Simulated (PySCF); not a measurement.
Computed with CAM-B3LYP-D3(BJ)/def2-TZVP (PySCF 2.14.0). Isolated molecules, 0 K electronic values unless said otherwise. 

Reference species (SMILES): `[Cl][GeH2][Cl]` (neutral, multiplicity 1).

```json
{
 "HOMO–LUMO gap": "10.71 eV",
 "HOMO": "-10.38 eV"
}
```

Changed species: `[Cl][Ge]([Cl])([Cl])[Cl]` (0 of 4 Cl replaced by H; the reference has 2 of 4 Cl replaced by H).

### Question
Predict the effect on the HOMO–LUMO gap and HOMO.

### Answer
the HOMO–LUMO gap drops by 0.87 eV, to 9.84 eV; the HOMO falls by 0.66 eV, to -11.04 eV.
